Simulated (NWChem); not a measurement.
CH$_{6}$FNOSi; SMILES N[Si@@H](O)CF

```xyz
11

N     -1.3660     1.0377     0.3725
Si     0.0677     0.6085    -0.4668
O      1.5020     1.0043     0.2921
C     -0.1220    -1.2682    -0.6878
F     -0.5807    -1.8150     0.5076
H     -1.5991     1.9816     0.6538
H     -1.8131     0.3370     0.9534
H      0.1920     1.2895    -1.7820
H      1.5732     0.7504     1.2173
H     -0.8515    -1.5043    -1.4834
H      0.8305    -1.7570    -0.9574
```
Atoms are numbered in this order, from 1.

All runs: NWChem. Pople sets run with spherical d functions. All runs use the structure optimised with PBE0/def2-SVP. Atomic charges in e: unrestrained fits to the electrostatic potential beside Mulliken populations; buried atoms are poorly determined by the fit.

For level Hartree-Fock/6-31G*:

| Item | Result |
|---|---|
| ESP N1 | -1.17 |
| Mulliken N1 | -1.09 |
| ESP Si2 | 1.11 |
| Mulliken Si2 | 1.20 |
| ESP O3 | -0.82 |
| Mulliken O3 | -0.89 |
| Mulliken C4 | -0.16 |
| Mulliken F5 | -0.46 |

**Question.** How do the values read with level B3LYP/def2-SVP instead?

**Answer.** 
- ESP N1 = -0.94
- Mulliken N1 = -0.37
- ESP Si2 = 0.87
- Mulliken Si2 = 0.64
- ESP O3 = -0.69
- Mulliken O3 = -0.39
- Mulliken C4 = 0.06
- Mulliken F5 = -0.30
